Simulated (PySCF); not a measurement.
Input of a run (PBE0-D3(BJ)/def2-SVP geometry optimisation, gas phase (PySCF 2.14.0)), started from GFN2-xTB:
```
{"job": {"xc": "PBE0", "basis": "def2-SVP", "d3": "d3bj", "grid": 2, "kind": "geom"}, "charge": 0, "multiplicity": 1}
C      2.618117    -1.558662    -0.325526
S      2.060609     0.170320    -0.383054
C      0.329293     0.077806    -0.071291
C     -0.328383    -1.128359     0.142403
C     -1.689221    -1.154257     0.387394
C     -2.427518     0.019316     0.423804
C     -1.786139     1.221177     0.212954
C     -0.413963     1.271914    -0.035547
C      0.211578     2.577086    -0.251569
O     -0.364869     3.635638    -0.230879
H      2.135961    -2.136867    -1.107973
H      3.687228    -1.513344    -0.509279
H      2.433033    -1.980612     0.657882
H      0.211084    -2.061029     0.120671
H     -2.175043    -2.104886     0.551020
H     -3.488673    -0.010570     0.615936
H     -2.323029     2.157706     0.235051
H      1.301177     2.523940    -0.443653
```

Output (energies in Eh, forces in Eh/bohr):
```
step   0  E = -782.10089873  max force = 0.016152
step   1  E = -782.10280559  max force = 0.002149
step   2  E = -782.10279345  max force = 0.002622
step   3  E = -782.10283061  max force = 0.000428
step   4  E = -782.10283178  max force = 0.000576
step   5  E = -782.10283394  max force = 0.000188
optimisation converged
```

Task: Summarise the run.

Result: The energy falls by 0.053 eV over 6 energy and gradient evaluations, the largest force component goes from 0.0162 to 1.9e-04 Eh/bohr, and the atoms move by 0.026 Å rms after alignment. The bond that changes most is C1–S2 (S-methyl carbon to sulfide sulfur), which shortens by 0.020 Å. Bonds longer at the end by more than 0.005 Å: 14 of 18; shorter: 1. The energy rose by more than 1e-6 Eh at step 2. The first step brought 99 % of the lowering.

Task: What are the final bond lengths?

Result: C1–S2 1.797 Å, S2–C3 1.765 Å, C3–C4 1.402 Å, C4–C5 1.392 Å, C5–C6 1.395 Å, C6–C7 1.387 Å, C7–C8 1.399 Å, C8–C9 1.480 Å, C9=O10 1.207 Å, C3–C8 1.415 Å, C1–H11 1.100 Å, C1–H12 1.099 Å, C1–H13 1.100 Å, C4–H14 1.090 Å, C5–H15 1.093 Å, C6–H16 1.092 Å, C7–H17 1.093 Å, C9–H18 1.118 Å. Numbering counts from 1 in the input's order; the species is `CSc1ccccc1C=O`.

The run used 184 basis functions and 43 SCF cycles in all.

Stationary, but not proved a minimum. One conformer, not necessarily the lowest.

Shape of the structure used: `[CH3:1][S:2][c:3]1[cH:4][cH:5][cH:6][cH:7][c:8]1[CH:9]=[O:10]`: C1–S2–C3–C4 0°, C7–C8–C9–O10 0°.
